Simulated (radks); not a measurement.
Excited configurations of Mo XXXIII: one electron is placed in a higher orbital outside [He] 2s2 2p5. The ground configuration is [Ne]. All-electron calculation, scalar-relativistic Kohn-Sham, BLYP, spin-polarised, spherical densities, point nucleus; open shells are filled with parallel spins first (spin-orbit coupling, left out, can overturn this in heavy ions). Program: a radial shooting solver on a logarithmic mesh with Libxc functionals. Excitation = E - E(ground); binding = E(ion) - E, where the ion is the core of charge +33; n* = 33/sqrt(2 binding) in atomic units. These energies are relativistic, and a one-electron ion of charge +33 with no core already has n* below n in this formula (scalar-relativistic equation, point nucleus: 3s 2.978, 3d 2.996, 4d 3.994, 4f 3.997, 5d 4.993, 6p 5.984). The quantum defect is therefore taken as that value minus n*, so that it holds no relativistic shift of the bare ion.

| outer orbital | excitation (eV) | binding (eV) | quantum defect | eigenvalue (eV) | <r> (bohr) |
|---|---|---|---|---|---|
| 3s | 2410.3 | 1883.6 | 0.173 | -1855.9 | 0.3593 |
| 3d | 2592.3 | 1701.6 | 0.045 | -1666.2 | 0.3039 |
| 4d | 3338.3 | 955.56 | 0.056 | -940.07 | 0.6155 |
| 4f | 3361.9 | 931.97 | 0.010 | -914.02 | 0.5400 |
| 5d | 3683.7 | 610.14 | 0.065 | -601.09 | 1.016 |
| 6p | 3860.1 | 433.76 | 0.140 | -427.94 | 1.529 |

The Delta-SCF ionisation energy is 4293.9 eV (NIST Atomic Spectra Database: 4259 eV, semi-empirical). Self-interaction in the functional shifts the binding energies and quantum defects, so they are the method's values and not measured ones. Open shells are spherical and high-spin; term and fine-structure splittings are not resolved.
